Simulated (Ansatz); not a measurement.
`[CH3][Ti]([OH])([F])[F]` + HCl → `[CH3][Ti]([F])([F])[Cl]` + H₂O at 500 K and 1 bar (ligand exchange at a Ti–O bond).

Calculated with Ansatz (gas phase, PBE0-D4/def2-TZVP geometries, no zero-point term in ΔE). CBS: MP2 limit from def2 TZ/QZ plus the TZ coupled-cluster correction, frozen cores. This one scheme is used for every species. For Ti outer-core shells are correlated without core-valence functions, which leaves a few kJ/mol of doubt a bond. Scalar relativity is left out up to krypton. One conformer a species, not always the lowest.

| species | CCSD(T)/CBS energy (Eh) | H − E (kJ/mol) | S (J/(mol·K)) |
| --- | --- | --- | --- |
| `[CH3][Ti]([OH])([F])[F]` | -1164.33683 | 187.6 | 436.6 |
| HCl | -460.38127 | 32.5 | 201.9 |
| `[CH3][Ti]([F])([F])[Cl]` | -1548.34863 | 153.9 | 424.4 |
| H₂O | -76.37941 | 73.2 | 206.3 |

H − E and S are ideal-gas, rigid-rotor, harmonic terms from PBE0-D4/def2-TZVP, for one conformer and one mirror image of each species. 1 Eh = 2625.50 kJ/mol, R = 8.31446 J/(mol·K).

Question: By hand: ΔE, ΔH, ΔS and ΔG.

Answer: ΔE = (-1548.34863) + (-76.37941) − (-1164.33683) − (-460.38127) = -0.00994 Eh = -26.1 kJ/mol. Δ(H − E) = 153.9 + 73.2 − 187.6 − 32.5 = 7.0, so ΔH = -19.1 kJ/mol. ΔS = 424.4 + 206.3 − 436.6 − 201.9 = -7.8 J/(mol·K). ΔG = -19.1 − 500 × (-7.8)/1000 = -15.2 kJ/mol.

Question: By hand: the equilibrium constant, and the temperature at which ΔG would vanish if ΔH and ΔS stayed fixed.

Answer: log₁₀ K = −ΔG/(RT ln 10) = 1.6. ΔG = 0 at ΔH/ΔS = 2449 K, though so small a ΔS makes that figure unsure.

The number of gas molecules stays the same, so ΔS is small and ΔH decides. A doubt of 5 kJ/mol in ΔE shifts log₁₀ K by 0.5 here. Other conformers and mirror images would add mixing entropy, several J/(mol·K) or more a flexible species. These are equilibria of isolated gas molecules and say nothing of rates. Largest T1 diagnostic: 0.022 (customary marks: 0.02 for closed shells, 0.045 for open ones).
